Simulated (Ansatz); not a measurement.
A run for Ansatz (a program for electronic structure): R-PBE/def2-TZVPPD on disiloxane (SMILES [SiH3]O[SiH3]). Files ending in .json are basis or fitting sets from the Basis Set Exchange.

Ansatz 0.2 input:
```yaml
crystal:
  periodic: [false, false, false]
  atoms:
    - {symbol: Si, position_ang: [-0.64658379, -1.27137196, -0.33500503]}
    - {symbol: O, position_ang: [-0.00731427, 0.04477834, 0.40323216]}
    - {symbol: Si, position_ang: [0.95825731, 1.36400106, 0.28652804]}
    - {symbol: H, position_ang: [-1.62569728, -1.88604811, 0.58503120]}
    - {symbol: H, position_ang: [-1.32245350, -0.87095975, -1.59140160]}
    - {symbol: H, position_ang: [0.42322708, -2.24631444, -0.65035686]}
    - {symbol: H, position_ang: [2.36420489, 0.94746830, 0.07460221]}
    - {symbol: H, position_ang: [0.84921755, 2.12804787, 1.54658363]}
    - {symbol: H, position_ang: [0.52712574, 2.20969278, -0.85144052]}
basis:
  gaussian:
    orbitals: def2-TZVPPD.json
hamiltonian:
  xc: {name: PBE}
scf: {lower_state_search: off}
```

Task: Give the final energy of this run.

Result: -657.5375 hartree.
